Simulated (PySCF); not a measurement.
Excitations are Tamm–Dancoff values on a coarser integration grid. The basis has no diffuse functions, so Rydberg states are missing or too high.

# C₂HNO, SMILES `[C-]#[N+]C=O` (charge 0, multiplicity 1)

The numbers are results of M06-2X/def2-TZVP // B3LYP-D3(BJ)/def2-TZVP run with PySCF 2.14.0, not measurements.

HOMO: -10.80 eV
dipole moment: 2.33 D
HOMO–LUMO gap: 9.26 eV
LUMO: -1.53 eV
S1 excitation (TDA): 4.43 eV
S1 oscillator strength: 0.004
brightest of the four lowest singlets (TDA): 7.75 eV
T1 excitation (TDA): 3.89 eV
S1–T1 gap (TDA): 0.54 eV
vertical ionisation energy (Delta-SCF): 12.10 eV
total energy: -206.7236 Ha
cost: very roughly 5 core-minutes

```xyz
5

C      1.9578    -0.1013     0.1192
N      0.8044    -0.0076    -0.0717
C     -0.5738     0.0323    -0.3292
O     -1.2536     0.9772    -0.0792
H     -0.9348    -0.9006    -0.7809
```
Charge 0, spin multiplicity 1.
